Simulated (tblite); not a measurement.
C8H10 (charge +1 and doublet state).
Structure used (GFN2-xTB), in Å, numbered top down from 1:
```xyz
18
C8H10 angstrom
C      2.577    1.063   -0.567
C      1.799    0.040   -0.174
C      0.355    0.055   -0.116
C     -0.482    1.162   -0.532
C     -1.709    0.745   -0.931
C     -1.853   -0.729   -0.885
C     -0.540   -1.220   -0.311
C     -0.261   -0.828    1.060
H      3.646    0.946   -0.630
H      2.184    2.028   -0.841
H      2.265   -0.894    0.116
H     -0.142    2.182   -0.551
H     -2.501    1.386   -1.277
H     -2.023   -1.117   -1.896
H     -2.717   -1.037   -0.290
H     -0.064   -2.091   -0.739
H     -1.020   -0.326    1.643
H      0.477   -1.360    1.642
```

Computed with GFN2-xTB (tblite): harmonic, unscaled wavenumbers at the GFN2-xTB geometry, gas phase. Against measured fundamentals such values can be off by several per cent, at times by over 20. One conformer, not necessarily the lowest. Open shells enter through the occupations alone, without spin polarisation, and single modes of such species can be off by tens of per cent.

Harmonic wavenumbers (cm⁻¹): 71.5, 197.8, 225.4, 263.9, 399.0, 405.7, 421.0, 536.7, 588.7, 621.7, 745.0, 749.1, 764.7, 833.8, 859.2, 886.2, 901.9, 919.9, 943.1, 977.2, 999.6, 1009.6, 1023.5, 1041.1, 1058.6, 1090.6, 1111.5, 1187.6, 1221.7, 1268.1, 1283.2, 1337.9, 1358.1, 1381.3, 1398.4, 1439.4, 1510.4, 1580.1, 2933.5, 2973.6, 3059.7, 3073.5, 3081.0, 3106.4, 3112.1, 3126.4, 3141.3, 3145.8.

A = 4147, B = 1764, C = 1427 MHz; mass 106.078 u (most abundant isotopes); point group C1, symmetry number 1; spin multiplicity 2.

Problem. What is the zero-point energy?

Solution. ½Σν̃ = 32683 cm⁻¹ = 93.44 kcal/mol.

Problem. Give the ideal-gas entropy at 200 K and 1 bar in the rigid-rotor, harmonic-oscillator model (classical rotation).

Solution. Translation 37.94, rotation 26.63, vibration 9.20, spin (R ln 2) 1.38: S = 75.1 cal/(mol K).

Problem. And Cp and H(200 K) − H(0)?

Solution. Cp = 21.61 cal/(mol K), of which vibrations give 13.66 (their classical limit is 48 R = 95.4); H(200 K) − H(0) = 2.71 kcal/mol without the zero-point energy, 1.12 from vibrations.

Problem. Which modes carry the vibrational entropy at 200 K?

Solution. 71.5 cm⁻¹: 3.33; 197.8 cm⁻¹: 1.45; 225.4 cm⁻¹: 1.23; 263.9 cm⁻¹: 0.99; 399.0 cm⁻¹: 0.46; 405.7 cm⁻¹: 0.44 cal/(mol K); the other 42 give 1.31 together.

Problem. What must be added to the electronic energy to get the Gibbs energy at 200 K and 1 bar?

Solution. ZPE + [H(200 K) − H(0)] − T·S = 93.44 + 2.71 − 15.03 = 81.12 kcal/mol.

Problem. Blend soft modes into free rotors: weight 1/[1 + (100 cm⁻¹/ν̃)⁴] for the oscillator and the rest for a rotor with moment μB/(μ + B), μ = h/(8π²ν), B = 10⁻⁴⁴ kg m². What vibrational entropy results?

Solution. 8.83 cal/(mol K) in place of 9.20, which changes −T·S at 200 K by +0.07 kcal/mol.

Hindered rotation and anharmonicity are outside this model. Other conformers, if any are populated, would add a mixing term that is left out. The structure is chiral; the term R ln 2 for an equal mix with its mirror image is left out.

On Arm Neoverse V2, one thread (shared host), this took 0.47 s of wall time. The figure is for the frequency step alone.
